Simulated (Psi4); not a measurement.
C6H12, triplet, at the geometry of the source list (a higher spin typed on purpose: for a closed-shell molecule this is an excited state), with bond 16-5 at 1.3 times its length. Base run: HF/6-31G in Psi4.

Psi4 was given this input:
```
memory 2 GB

molecule {
0 3
C    -0.67120000    1.11310000   -0.68100000
C     0.74460000    1.25770000   -0.12960000
C     1.45830000   -0.09140000   -0.13530000
C     0.67120000   -1.11310000    0.68100000
C    -0.74460000   -1.25770000    0.12960000
C    -1.45830000    0.09140000    0.13530000
H    -0.62190000    0.78380000   -1.72140000
H    -1.18010000    2.07930000   -0.65940000
H     1.30590000    1.97880000   -0.72800000
H     0.69690000    1.63700000    0.89380000
H     1.55240000   -0.44610000   -1.16420000
H     2.46480000    0.01750000    0.27470000
H     1.18010000   -2.07930000    0.65940000
H     0.62190000   -0.78380000    1.72140000
H    -1.30590000   -1.97880000    0.72800000
H    -0.68259000   -1.75079000   -1.20082000
H    -1.55240000    0.44610000    1.16420000
H    -2.46480000   -0.01750000   -0.27470000
}

set {
  basis 6-31g
  reference uhf
}

energy('scf')
print_variables()
```

The base run was repeated with changes; each row names its change, and settings that it needs were set with it.

| change | ΔE vs base (mEh) | SCF cycles | basis functions | outcome |
|---|---|---|---|---|
| base | 0.000 | 11 | 78 | converged |
| guess = sap | 0.000 | 12 | 78 | converged |
| guess = core | 125.2 | 25 | 78 | another SCF solution |
| soscf = true | 0.000 | 7 | 78 | converged |
| df_basis_scf = cc-pvtz-jkfit | -0.139 | 11 | 78 | converged |
| puream = true | -0.002 | 11 | 78 | converged |
| e_convergence = 1e-4 | 0.000 | 11 | 78 | converged |
| diis_max_vecs = 3 | 0.000 | 13 | 78 | converged |
| guess = sadno | 0.000 | 12 | 78 | converged |
| guess = modhuckel | 0.000 | 13 | 78 | converged |
| scf_type = out_of_core | -0.171 | 11 | 78 | converged |
| scf_type = cd | 0.908 | 11 | 78 | converged |
| e_convergence = 1e-10 | 0.000 | 15 | 78 | converged |

A guess, shift, damping, solver or small numerical setting can't move a converged solution much, so rows marked as another SCF solution ended in a different state.

Open shells are given as the SCF converged; they aren't shown to be the lowest states, and a large step between rows can be another state.
